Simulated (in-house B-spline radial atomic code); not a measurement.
**Solving the quasi-particle equation for 5s up of the strontium ion Sr⁺**

Configuration [Kr] 5s1, highest spin, start PBE0; correlation leaves out the 7 deepest shells, empty levels kept to 800 hartree. Computed with an all-electron radial atomic-structure program (B-spline basis): all electrons, scalar-relativistic (spin-free one-electron X2C), finite nucleus, each spin shell either full or empty, empty states to l = 9 with an (l + 1/2)⁻⁴ tail; G0W0 by contour deformation at full frequency.

RPA overbinds a lone outer s electron by self-correlation, and G0W0 tends to as well.

At the mean-field level ε = -9.232 eV the matrix elements are Σx = -7.857 eV, v_xc = -6.644 eV and Σc(ε) = -1.137 eV, and the slope of the correlation self-energy is dΣc/dω = -0.0851. The quasi-particle energy solves E = ε + Σx − v_xc + Σc(E).

**Question.** What does the linearised equation give?

**Answer.** Z = 1/(1 − dΣc/dω) = 1/1.0851 = 0.9216. The first-order shift is Σx − v_xc + Σc(ε) = -7.857 − (-6.644) + (-1.137) = -2.350 eV, so E ≈ ε + Z × shift = -9.232 + 0.9216 × (-2.350) = -11.398 eV.

**Question.** How does that compare with the full solution and with static screening?

**Answer.** Solving the equation at full frequency dependence gives E = -11.410 eV, where Σc = -0.966 eV and the weight is 0.928; the linearised value is off by 12 meV. Leaving Z out would give -11.582 eV. Static COHSEX puts -2.059 eV in place of Σc and gives -12.504 eV, 1.09 eV deeper. The tabulated removal energy is 11.030 eV (NIST, measured); the run leaves out spin-orbit coupling, Breit and QED terms.
